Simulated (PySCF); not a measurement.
Start geometry of `[SiH3]C1=C=CCCCCC1` from GFN2-xTB (Å):
```
atom  x, y, z in Å
Si1    2.5634    0.8236    1.1914
C2     1.3018    0.5043   -0.1664
C3     0.3377    1.3292   -0.4622
C4    -0.8414    1.8332   -0.6566
C5    -2.0175    1.1934    0.0444
C6    -1.6665   -0.1901    0.6018
C7    -1.2030   -1.1926   -0.4765
C8     0.2296   -1.7287   -0.3225
C9     1.3200   -0.8160   -0.9034
H10    2.2745    2.1039    1.8358
H11    3.9049    0.8312    0.5958
H12    2.4968   -0.2651    2.1754
H13   -1.0385    2.6734   -1.3060
H14   -2.3688    1.8343    0.8597
H15   -2.8344    1.1040   -0.6778
H16   -0.8872   -0.0746    1.3562
H17   -2.5519   -0.5829    1.1067
H18   -1.2988   -0.7363   -1.4630
H19   -1.8753   -2.0535   -0.4580
H20    0.4386   -1.9059    0.7349
H21    0.2927   -2.6931   -0.8345
H22    2.2913   -1.3033   -0.7974
H23    1.1271   -0.6613   -1.9676
```

**Question.** What comes out of this run: PBE0-D3(BJ)/def2-SVP geometry optimisation, gas phase (PySCF 2.14.0)?

**Answer.** 
```
atom  x, y, z in Å
Si1    2.461    1.113    1.268
C2     1.270    0.778   -0.138
C3     0.289    1.612   -0.392
C4    -0.901    2.133   -0.563
C5    -2.078    1.464    0.110
C6    -1.756    0.078    0.671
C7    -1.283   -0.967   -0.367
C8     0.166   -1.472   -0.275
C9     1.252   -0.559   -0.860
H10    2.122    2.407    1.928
H11    3.871    1.160    0.769
H12    2.384    0.004    2.273
H13   -1.075    2.982   -1.233
H14   -2.487    2.106    0.911
H15   -2.884    1.379   -0.642
H16   -1.001    0.179    1.469
H17   -2.664   -0.293    1.172
H18   -1.464   -0.584   -1.387
H19   -1.930   -1.854   -0.273
H20    0.405   -1.687    0.782
H21    0.228   -2.441   -0.798
H22    2.231   -1.062   -0.784
H23    1.061   -0.401   -1.934
```

The energy falls by 2.5 kcal/mol over 6 energy and gradient evaluations, the largest force component goes from 0.0164 to 4.2e-04 Eh/bohr, and the atoms move by 0.065 Å rms after alignment. Among the bonds, Si1–H10, Si1–H11 and Si1–H12 change most and about equally (+0.029 to +0.030 Å). Bonds longer at the end by more than 0.005 Å: 17 of 23; shorter: 1. Among the angles that change most is Si1–C2–C3, from 123.6° to 120.5°. Rotational constants go from 1953, 1077, 848.2 to 1897, 1078, 843.6 MHz. The orientation of the end geometry is arbitrary; only internal coordinates are fixed.

The run used 200 basis functions and 41 SCF cycles in all. Hardware: one thread of an Arm Neoverse V2, shared host. Cost: 1.8 min, 0.91 GiB resident at most.

Not checked by PBE0-D3(BJ)/def2-SVP frequencies. One conformer, not necessarily the lowest.
